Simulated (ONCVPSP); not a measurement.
# Cutoff test, O, ONCV

ONCVPSP 4.0.1 input, shortened (lines: element, Z, core and valence counts, functional; n l f; lmax; l rc ep ncon nbas qcut; lloc lpopt rc5 dvloc0; l nproj debl; icmod fcfact rcfact), PBEsol, non-relativistic:

```
  O 8.00    1    2  -116133      upf
    1    0    2.00
    2    0    2.00
    2    1    4.00
    1
    0    0.65    0.00    4    7    9.70
    1    1.35    0.00    4    8    8.40
    0    5    0.65    0.00
    0    0    1.00
    1    2    2.80
    0    0.00    0.00
```

For each optimised wave give the share of its norm inside rc, the residual kinetic energy above qcut (Ha) and the cutoffs (Ha) for errors of 10, 1, 0.1 and 0.01 mHa per electron.

| wave | norm inside rc | residual KE | 10 mHa | 1 mHa | 0.1 mHa | 0.01 mHa |
| --- | --- | --- | --- | --- | --- | --- |
| 2s | 0.147 | 6.7e-04 | 27.9 | 42.2 | 256.5 | 317.5 |
| 2p | 0.638 | 9.0e-05 | 23.1 | 29.3 | 35.2 | 104.5 |
| p projector 2 | 0.099 | 3.9e-04 | 25.0 | 32.4 | 53.9 | 134.4 |

The occupied waves need 42 Ha and 257 Ha for 1 and 0.1 mHa. Its largest configuration-test error is +691 meV.
